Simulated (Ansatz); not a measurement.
**Interaction energy ladder**

The pair of GeH$_{4}$ (SMILES [GeH4], atoms 1–5) and H$_{2}$O$_{2}$ (SMILES OO, atoms 6–9), both closed shells, in one local arrangement (a lower one may exist), relaxed at PBE0-D4/def2-TZVP:

```tsv
atom	x (Å)	y (Å)	z (Å)
Ge1	-0.1203	0.1138	-1.4629
H2	0.1597	1.2425	-0.4497
H3	-1.4585	-0.5515	-1.1362
H4	1.0247	-0.9028	-1.4162
H5	-0.1787	0.7562	-2.8574
O6	-0.1853	0.3704	2.2640
O7	0.0143	-0.8842	1.6219
H8	-0.1547	0.9721	1.5062
H9	0.8989	-1.1165	1.9302
```

Ansatz 0.2.0; basis: def2-TZVPPD, with def2-QZVPPD for the basis limit; cores frozen in the correlated methods. Filled d shells of the heavier atoms are correlated. The def2 sets are not built for correlating such inner shells, so the correlated values are less sure here. B3LYP uses VWN-RPA correlation. Extrapolation: Hartree–Fock as exp(−7.88 √X), correlation as X^−2.97. Interaction energies count from these two fragments, frozen as in the pair, with the counterpoise correction; negative means bound.

(1) What is the interaction energy by CCSD(T) at an estimated basis limit (MP2 extrapolated from triple and quadruple zeta, plus CCSD(T) − MP2 in triple zeta)? (Judge from chemistry; the value comes from the calculation.)

(2) Which atoms make the shortest contact between the fragments?

No T1 diagnostic of these runs exceeds 0.013.

Answers

(1) By the calculation: -2.14 kcal/mol. Hartree–Fock alone gives 0.32 kcal/mol at the basis limit, so without correlation the pair would not bind at this distance. It counts from the two fragments frozen as in the pair.

The same quantity by other methods in triple zeta, and each one's difference from that estimate:
```
   method  E_int (kcal/mol)  difference
   PBE-D4             -2.41       -0.27
revPBE-D4             -1.78        0.35
  BLYP-D4             -1.97        0.16
r2SCAN-D4             -2.28       -0.14
   B97M-V             -2.54       -0.41
  PBE0-D4             -2.16       -0.03
 B3LYP-D4             -2.07        0.06
 HSE06-D4             -2.15       -0.01
  wB97X-V             -2.16       -0.02
  wB97M-V             -2.26       -0.13
   B2PLYP             -1.15        0.99
       HF              0.32        2.46
      MP2             -1.79        0.34
     CCSD             -1.45        0.69
  CCSD(T)             -1.83        0.31
```
Differences are method less estimate.

(2) H2 and H8, 2.00 Å apart.

Basis-set superposition shift (counterpoise-corrected less uncorrected): CCSD(T) 0.84; MP2 0.86; HF 0.13; PBE0-D4 0.11; wB97M-V 0.14 kcal/mol.

For scale, one of the runs: CCSD(T)/def2-TZVPPD, 236 basis functions, launched by `ansatz run in.yaml --threads 4 --pin off --events-out ev --progress --plain --max-ram 9574MiB`. Hardware: 4 CPU threads of an Intel Xeon Platinum 8488C, shared host. Wall time 69 s; peak host memory 4.5 GiB.
